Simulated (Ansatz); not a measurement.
System: HgI, charge 1, multiplicity 1. 
Geometry from a B3LYP-D3(BJ)/def2-TZVP (Ansatz, a program for electronic structure) optimisation:
```xyz
2

Hg     0.0000     0.0000    -1.0354
I      0.0000     0.0000     1.5629
```
Charge +1, spin multiplicity 1.

Q: Give the harmonic wavenumbers at B3LYP-D3(BJ)/def2-TZVP (Ansatz, finite differences of forces, unscaled).

A: 179 cm⁻¹. Zero-point energy 0.3 kcal/mol.

Q: From these and the geometry, give the ideal-gas thermochemistry at 298.15 K and 1 atm (rigid rotor, harmonic oscillator).

A: Point group C∞v, rotational symmetry number 1. Rotational constants 0.9631, 0.9631 GHz. S(trans) 43.25, S(rot) 19.42, S(vib) 2.33, S(elec, spin only) 0.00, S 65.0 cal/(mol K). H(298) - H(0) 2.45 kcal/mol; G - E(el) -16.7 kcal/mol.
